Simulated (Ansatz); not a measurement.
`C[CH2][Cd][Cl]` + `[F][GeH]([Cl])[O][SiH3]` → `[SiH3][O][Cd][Cl]` + `C[CH2][GeH]([F])[Cl]`  (redistribution)

Gas-phase electronic energies from Ansatz, PBE0-D4/def2-TZVP geometries. CBS: MP2 limit from def2 TZ/QZ plus the TZ coupled-cluster correction, frozen cores. Elements past krypton have def2 core potentials. For Cd, Ge outer-core shells are correlated without core-valence functions, which leaves a few kJ/mol of doubt a bond. Scalar relativity is left out up to krypton. Each species was taken in one conformer, which may not be the lowest.

`C[CH2][Cd][Cl]`:

Cartesian coordinates in Å:
```
C -0.540 0.827 -0.728
C 0.587 0.314 0.157
Cd 0.263 -1.603 0.982
Cl -0.089 -3.688 1.880
H -1.485 0.910 -0.187
H -0.306 1.823 -1.120
H -0.716 0.178 -1.589
H 1.526 0.254 -0.397
H 0.760 0.985 1.002
```

`[F][GeH]([Cl])[O][SiH3]`:

Cartesian coordinates in Å:
```
F -0.365 -1.729 1.629
Ge 0.942 -0.969 0.802
Cl 1.369 -2.201 -0.876
O 0.380 0.583 0.268
Si -0.847 1.151 -0.681
H 2.129 -0.822 1.740
H -1.966 1.604 0.180
H -1.324 0.088 -1.601
H -0.317 2.296 -1.460
```

`[SiH3][O][Cd][Cl]`:

Cartesian coordinates in Å:
```
Si 0.613 1.077 0.234
O -0.684 0.262 -0.316
Cd -1.179 -1.621 -0.467
Cl -1.849 -3.763 -0.687
H 1.856 0.705 -0.505
H 0.376 2.535 0.060
H 0.866 0.805 1.681
```

`C[CH2][GeH]([F])[Cl]`:

Cartesian coordinates in Å:
```
C -0.656 -0.959 -0.909
C -0.728 0.195 0.082
Ge 1.015 0.833 0.636
F 0.782 2.067 1.835
Cl 2.078 -0.748 1.625
H -1.659 -1.289 -1.190
H -0.131 -1.817 -0.484
H -0.137 -0.674 -1.828
H -1.259 1.054 -0.338
H -1.254 -0.092 0.995
H 1.949 1.430 -0.424
```

```csv
species,HF/def2-TZVPP energy (Eh)
`C[CH2][Cd][Cl]`,-705.09402
`[F][GeH]([Cl])[O][SiH3]`,-3000.70041
`[SiH3][O][Cd][Cl]`,-992.06914
`C[CH2][GeH]([F])[Cl]`,-2713.72121
```

Q: Work out ΔE.

A: ΔE = (-992.06914) + (-2713.72121) − (-705.09402) − (-3000.70041) = 0.00408 Eh = +10.7 kJ/mol. CCSD(T)/CBS gives +12.7 kJ/mol.

Largest T1 diagnostic among the species: 0.014.

In def2-TZVPP, CCSD(T) changes the Hartree–Fock value by +8.8 kJ/mol (the triples alone add +1.9 kJ/mol) and MP2 by +15.6 kJ/mol.
